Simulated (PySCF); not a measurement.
tin atom (Sn), triplet (all electrons, no relativity); PBE-D3ZERO/STO-3G run with PySCF.

PySCF was given this input:
```python
from pyscf import gto, scf, dft

mol = gto.Mole()
mol.atom = '''
    Sn    0.000000    0.000000    0.000000
'''
mol.basis = 'sto-3g'
mol.charge = 0
mol.spin = 2
mol.verbose = 4
mol.build()

mf = dft.UKS(mol)
mf.xc = 'pbe'
mf.disp = 'd3zero'
mf.kernel()
mf.analyze()
```

It wrote (shortened):

```
PySCF version 2.14.0

[INPUT] verbose = 4
[INPUT] num. atoms = 1
[INPUT] num. electrons = 50
[INPUT] charge = 0
[INPUT] spin (= nelec alpha-beta = 2S) = 2
[INPUT] symmetry False subgroup None
[INPUT] Mole.unit = angstrom
[INPUT] Symbol           X                Y                Z      unit          X                Y                Z       unit  Magmom
[...]
nuclear repulsion = 0
number of shells = 11
number of NR pGTOs = 81
number of NR cGTOs = 27
basis = sto-3g
ecp = {}

******** <class 'pyscf.dft.uks.UKS'> ********
method = UKS
initial guess = minao
damping factor = 0
level_shift factor = 0
DIIS = <class 'pyscf.scf.diis.CDIIS'>
diis_start_cycle = 1
diis_space = 8
diis_damp = 0
SCF conv_tol = 1e-09
SCF conv_tol_grad = None
SCF max_cycles = 50
direct_scf = True
direct_scf_tol = 1e-13
number electrons alpha = 26  beta = 24
XC library pyscf.dft.libxc version 7.1.2
    S. Lehtola, C. Steigemann, M. J. T. Oliveira, and M. A. L. Marques,  SoftwareX 7, 1–5 (2018)
XC functionals = pbe
    J. P. Perdew, K. Burke, and M. Ernzerhof,  Phys. Rev. Lett. 77, 3865 (1996)
    J. P. Perdew, K. Burke, and M. Ernzerhof,  Phys. Rev. Lett. 78, 1396 (1997)
    J. P. Perdew, K. Burke, and M. Ernzerhof,  Phys. Rev. Lett. 77, 3865 (1996)
    J. P. Perdew, K. Burke, and M. Ernzerhof,  Phys. Rev. Lett. 78, 1396 (1997)
radial grids:
    Treutler-Ahlrichs [JCP 102, 346 (1995); DOI:10.1063/1.469408] (M4) radial grids

becke partition: Becke, JCP 88, 2547 (1988); DOI:10.1063/1.454033
pruning grids: <function nwchem_prune>
grids dens level: 3
symmetrized grids: False
atomic radii adjust function: <function treutler_atomic_radii_adjust>
small_rho_cutoff = 0
Set gradient conv threshold to 3.16228e-05
tot grids = 21960
Calc dispersion correction with DFTD3.
Parameters: xc=pbe, version=d3zero, atm=False
init E= -5948.32684362813

cycle= 1 E= -5964.56279346022  delta_E= -16.2  |g|= 0.134  |ddm|= 1.45
cycle= 2 E= -5964.56877104815  delta_E= -0.00598  |g|= 0.00752  |ddm|= 1.75
cycle= 3 E= -5964.56877940993  delta_E= -8.36e-06  |g|= 0.00569  |ddm|= 1.76
cycle= 4 E= -5964.56878228669  delta_E= -2.88e-06  |g|= 0.00494  |ddm|= 1.76
cycle= 5 E= -5964.56878586627  delta_E= -3.58e-06  |g|= 0.00381  |ddm|= 1.76
cycle= 6 E= -5964.56878116014  delta_E= 4.71e-06  |g|= 0.00525  |ddm|= 1.76
cycle= 7 E= -5964.56876998395  delta_E= 1.12e-05  |g|= 0.00765  |ddm|= 0.0017
cycle= 8 E= -5964.56878046174  delta_E= -1.05e-05  |g|= 0.00543  |ddm|= 1.76
cycle= 9 E= -5964.56878025432  delta_E= 2.07e-07  |g|= 0.00548  |ddm|= 0.000218
cycle= 10 E= -5964.56877958603  delta_E= 6.68e-07  |g|= 0.00565  |ddm|= 0.000147

cycle= 11 E= -5964.56873117874  delta_E= 4.84e-05  |g|= 0.0129  |ddm|= 0.00539
cycle= 12 E= -5964.56878171202  delta_E= -5.05e-05  |g|= 0.0051  |ddm|= 1.76
cycle= 13 E= -5964.56877751283  delta_E= 4.2e-06  |g|= 0.00614  |ddm|= 0.00483

cycle= 14 E= -5964.56874979875  delta_E= 2.77e-05  |g|= 0.0107  |ddm|= 1.76
cycle= 15 E= -5964.56877900879  delta_E= -2.92e-05  |g|= 0.00579  |ddm|= 1.76
cycle= 16 E= -5964.56878191259  delta_E= -2.9e-06  |g|= 0.00505  |ddm|= 1.76
cycle= 17 E= -5964.56878208899  delta_E= -1.76e-07  |g|= 0.005  |ddm|= 0.000469
cycle= 18 E= -5964.56877803243  delta_E= 4.06e-06  |g|= 0.00602  |ddm|= 1.76

cycle= 19 E= -5964.56864403048  delta_E= 0.000134  |g|= 0.0202  |ddm|= 0.0116
cycle= 20 E= -5964.56877973367  delta_E= -0.000136  |g|= 0.00561  |ddm|= 1.76
cycle= 21 E= -5964.56878243713  delta_E= -2.7e-06  |g|= 0.0049  |ddm|= 1.76
cycle= 22 E= -5964.56878018424  delta_E= 2.25e-06  |g|= 0.0055  |ddm|= 0.0879
cycle= 23 E= -5964.56878069708  delta_E= -5.13e-07  |g|= 0.00537  |ddm|= 1.74
cycle= 24 E= -5964.56877975345  delta_E= 9.44e-07  |g|= 0.00561  |ddm|= 1.74
cycle= 25 E= -5964.56877969361  delta_E= 5.98e-08  |g|= 0.00562  |ddm|= 0.00627
cycle= 26 E= -5964.56877963916  delta_E= 5.44e-08  |g|= 0.00564  |ddm|= 0.155
cycle= 27 E= -5964.56878021754  delta_E= -5.78e-07  |g|= 0.00549  |ddm|= 0.347
cycle= 28 E= -5964.56878038691  delta_E= -1.69e-07  |g|= 0.00545  |ddm|=  1.6
cycle= 29 E= -5964.56878459344  delta_E= -4.21e-06  |g|= 0.00425  |ddm|= 0.341
cycle= 30 E= -5964.5687777368  delta_E= 6.86e-06  |g|= 0.00609  |ddm|= 1.73
cycle= 31 E= -5964.56878078109  delta_E= -3.04e-06  |g|= 0.00535  |ddm|= 1.52
cycle= 32 E= -5964.56878181863  delta_E= -1.04e-06  |g|= 0.00507  |ddm|= 1.51
cycle= 33 E= -5964.56878173273  delta_E= 8.59e-08  |g|= 0.0051  |ddm|= 0.22
cycle= 34 E= -5964.56878200778  delta_E= -2.75e-07  |g|= 0.00502  |ddm|= 1.75
cycle= 35 E= -5964.56878216022  delta_E= -1.52e-07  |g|= 0.00498  |ddm|= 0.646
cycle= 36 E= -5964.56877939918  delta_E= 2.76e-06  |g|= 0.00569  |ddm|= 0.77
cycle= 37 E= -5964.56878259365  delta_E= -3.19e-06  |g|= 0.00486  |ddm|= 1.69
cycle= 38 E= -5964.56877890141  delta_E= 3.69e-06  |g|= 0.00581  |ddm|= 1.02
cycle= 39 E= -5964.56877574201  delta_E= 3.16e-06  |g|= 0.00652  |ddm|= 1.09
cycle= 40 E= -5964.56878338667  delta_E= -7.64e-06  |g|= 0.00462  |ddm|= 1.73
cycle= 41 E= -5964.5687853428  delta_E= -1.96e-06  |g|= 0.004  |ddm|= 1.25
cycle= 42 E= -5964.56878458242  delta_E= 7.6e-07  |g|= 0.00425  |ddm|= 1.66
cycle= 43 E= -5964.5687848236  delta_E= -2.41e-07  |g|= 0.00417  |ddm|= 1.76
cycle= 44 E= -5964.56878460082  delta_E= 2.23e-07  |g|= 0.00425  |ddm|= 0.251
cycle= 45 E= -5964.56878477646  delta_E= -1.76e-07  |g|= 0.00419  |ddm|= 0.0901
cycle= 46 E= -5964.56878461229  delta_E= 1.64e-07  |g|= 0.00424  |ddm|= 1.73
cycle= 47 E= -5964.56878418205  delta_E= 4.3e-07  |g|= 0.00438  |ddm|= 1.72
cycle= 48 E= -5964.56877945504  delta_E= 4.73e-06  |g|= 0.00568  |ddm|= 1.76
cycle= 49 E= -5964.56877630933  delta_E= 3.15e-06  |g|= 0.0064  |ddm|= 0.374
cycle= 50 E= -5964.5687796009  delta_E= -3.29e-06  |g|= 0.00565  |ddm|= 0.167
SCF not converged.
SCF energy = -5964.5687796009 after 50 cycles  <S^2> = 2.0000043  2S+1 = 3.0000029
**** SCF Summaries ****
Total Energy =                       -5964.568779600904236
Nuclear Repulsion Energy =               0.000000000000000
One-electron Energy =                -8253.178124090951314
Two-electron Energy =                 2288.609344490046624
Two-electron Coulomb Energy =         2449.623034955310686
DFT Exchange-Correlation Energy =     -161.013690465264176
Empirical Dispersion Energy =            0.000000000000000
**** MO energy ****
                             alpha | beta                alpha | beta
[...]
To work with the spin densities directly, `use mulliken_meta_spin()` only printing them here.

 ** Mulliken spin pop alpha/beta on meta-lowdin orthogonal AOs **
 ** Mulliken Spin Density (per AO)  **
spin_pop of  0 Sn 1s       -0.00000
spin_pop of  0 Sn 2s       -0.00000
spin_pop of  0 Sn 3s       -0.00000
spin_pop of  0 Sn 4s       -0.00000
spin_pop of  0 Sn 5s        0.00000
spin_pop of  0 Sn 2px       0.00000
spin_pop of  0 Sn 2py       0.00000
spin_pop of  0 Sn 2pz       0.00000
spin_pop of  0 Sn 3px       0.00002
spin_pop of  0 Sn 3py       0.00002
spin_pop of  0 Sn 3pz       0.00001
spin_pop of  0 Sn 4px       0.00105
spin_pop of  0 Sn 4py       0.00107
spin_pop of  0 Sn 4pz       0.00073
spin_pop of  0 Sn 5px       0.72832
spin_pop of  0 Sn 5py       0.72470
spin_pop of  0 Sn 5pz       0.54409
spin_pop of  0 Sn 3dxy      0.00000
spin_pop of  0 Sn 3dyz      0.00000
spin_pop of  0 Sn 3dz^2     0.00000
spin_pop of  0 Sn 3dxz      0.00000
spin_pop of  0 Sn 3dx2-y2    0.00000
spin_pop of  0 Sn 4dxy      0.00000
spin_pop of  0 Sn 4dyz      0.00000
spin_pop of  0 Sn 4dz^2     0.00000
spin_pop of  0 Sn 4dxz      0.00000
spin_pop of  0 Sn 4dx2-y2    0.00000
 ** Mulliken Spin Density (per atom)  **
spin density of  0 Sn =      2.00000
 ** Mulliken pop alpha/beta on meta-lowdin orthogonal AOs **
 ** Mulliken pop       alpha | beta **
[...]
In total            26.00000 | 24.00000
 ** Mulliken atomic charges   ( Nelec_alpha | Nelec_beta ) **
charge of  0Sn =      0.00000  (    26.00000     24.00000 )
Dipole moment(X, Y, Z, Debye): -0.00000,  0.00000,  0.00000
```

Convergence was not reached.
